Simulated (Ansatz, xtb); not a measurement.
# CH3OSe+: which of two conformers lies lower

Structure X: `[H]/[Se+]=C\O`, a singlet. Structure Y: `[H]/[Se+]=C\O`, a singlet. Both are isolated ions in the gas phase, relaxed with PBE0-D3(BJ)/def2-SVP.

X (Å):

```yaml
atoms:
  - { symbol: C, position_ang: [0.0109, -0.5129, -0.5894] }
  - { symbol: O, position_ang: [-0.6354, -0.7294, 0.4879] }
  - { symbol: Se, position_ang: [1.3193, -1.6004, -1.1879] }
  - { symbol: H, position_ang: [-1.3155, -0.0585, 0.6905] }
  - { symbol: H, position_ang: [-0.2174, 0.3721, -1.2057] }
  - { symbol: H, position_ang: [1.1910, -2.5345, -0.0482] }
```

Y (Å):

```xyz
6

C    -0.6381   -0.1581    0.6871
O     0.4947   -0.1843    0.1122
Se   -2.2668    0.3731    0.0967
H    -1.8111    0.7541   -1.2585
H     0.5263    0.1309   -0.8108
H    -0.6116   -0.5250    1.7254
```

Energies in hartree; the thermal terms are from PBE0-D3(BJ)/def2-SVP harmonic frequencies (ideal gas, rigid rotor, one conformer each, 298.15 K, 1 atm) and include the zero-point energy:

|  | X | Y |
| --- | --- | --- |
| E, CCSD(T)/def2-TZVPP | −2514.778767 | −2514.775610 |
| zero-point energy | 0.039967 | 0.040068 |
| H(298 K) − E | 0.044696 | 0.044801 |
| G(298 K) − E | 0.013209 | 0.013271 |

Q: Work out ΔE, ΔE₀, ΔH and ΔG for X → Y in kJ/mol (1 Eh = 2625.50 kJ/mol) and the equilibrium ratio [Y]/[X].

A: 1. ΔE = −2514.775610 − (−2514.778767) = +0.003157 Eh = +8.29 kJ/mol.
2. ΔE₀ = ΔE + ΔZPE = +0.003157 + (+0.000101) Eh = +8.55 kJ/mol.
3. ΔH = ΔE + (+0.000105) Eh = +8.56 kJ/mol.
4. ΔG = ΔE + (+0.000062) Eh = +8.45 kJ/mol, so ΔS = (ΔH − ΔG)/T = +0.4 J/(mol K).
5. kT = 0.9442 mEh, so K = [Y]/[X] = exp(−ΔG/kT) = exp(−3.41) ≈ 0.033.

Structure X is favoured at this temperature. An error of 4 kJ/mol in ΔG would change K by a factor of 5. Mirror images and further conformers aren't counted.

Other levels gave ΔE = +10.5 (PBE0-D3(BJ)/def2-SVP); +7.9 (HF/def2-TZVPP); +9.0 (MP2/def2-TZVPP) kJ/mol. The correlated steps freeze 11 core orbitals; the filled d shell of Se is correlated, in a basis made for valence electrons. Programs: Ansatz 0.2.0.
